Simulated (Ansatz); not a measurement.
Computed with Ansatz on PBE0-D4/def2-TZVP structures; ΔE is electronic, products minus reactants. CBS: MP2 limit from def2 TZ/QZ plus the TZ coupled-cluster correction, frozen cores. DFT in def2-TZVPP. Elements past krypton have def2 core potentials. For Sn outer-core shells are correlated without core-valence functions, which leaves a few kJ/mol of doubt a bond. Each species was taken in one conformer, which may not be the lowest.

`C[O][Sn]([F])([F])[c]1ccccc1` → `[F][Sn][F]` + `COc1ccccc1`  (stannylene formation by 1,1-elimination)

`C[O][Sn]([F])([F])[c]1ccccc1`:

Z-matrix (Å, degrees):
```
C
O 1 1.416
H 1 1.095 2 111.7
H 1 1.093 2 107.4 3 -118.7
H 1 1.095 2 112.1 3 122.3
Sn 2 1.933 1 121.3 3 -67.9
F 6 1.912 2 104.5 1 -45.2
F 6 1.913 2 108.7 1 63.2
C 6 2.093 2 115.8 1 -173.4
C 9 1.392 6 120.9 2 45.6
C 9 1.392 6 118.7 2 -134.2
C 10 1.387 9 119.6 6 -180.0
H 10 1.084 9 120.9 6 -0.2
C 11 1.387 9 119.6 6 -180.0
H 11 1.084 9 120.5 6 0.3
C 12 1.387 10 120.1 9 0.0
H 12 1.084 10 119.7 9 180.0
H 14 1.084 11 119.7 9 -180.0
H 16 1.084 12 119.8 10 -180.0
```

`[F][Sn][F]`:

Z-matrix (Å, degrees):
```
Sn
F 1 1.932
F 1 1.932 2 95.7
```

`COc1ccccc1`:

Z-matrix (Å, degrees):
```
C
O 1 1.405
H 1 1.096 2 111.6
H 1 1.089 2 106.3 3 118.9
H 1 1.096 2 111.6 3 -122.3
C 2 1.353 1 117.8 3 61.1
C 6 1.394 2 115.9 1 180.0
C 6 1.391 2 124.3 1 -0.0
C 7 1.381 6 120.0 2 180.0
H 7 1.083 6 118.5 2 0.0
C 8 1.390 6 119.5 2 -180.0
H 8 1.082 6 121.0 2 -0.0
C 9 1.391 7 120.6 6 0.0
H 9 1.084 7 119.3 6 180.0
H 11 1.084 8 119.0 6 180.0
H 13 1.083 9 120.4 7 -180.0
```

```tsv
species	r2SCANh-D4 energy (Eh)
`C[O][Sn]([F])([F])[c]1ccccc1`	-760.83902
`[F][Sn][F]`	-414.14585
`COc1ccccc1`	-346.69173
```

Q: Work out ΔE.

A: ΔE = (-414.14585) + (-346.69173) − (-760.83902) = 0.00144 Eh = +0.9 kcal/mol. CCSD(T)/CBS gives +5.6 kcal/mol.

Largest T1 diagnostic among the species: 0.017.

At CCSD(T), def2-SVP lies −3.3 kcal/mol from the extrapolated value and def2-TZVPP +0.1 kcal/mol. From PBE to PBE0 (25 % exact exchange), in def2-TZVPP and without D4, ΔE moves by +3.8 kcal/mol. The D4 term adds +4.2 kcal/mol with B3LYP and +2.4 kcal/mol with PBE0; it sums over pairs of atoms, weighted by their polarisabilities, and B3LYP, whose exchange is more repulsive, gets the larger term.

B3LYP here is the variant with VWN-RPA as its local correlation; programs differ in this.
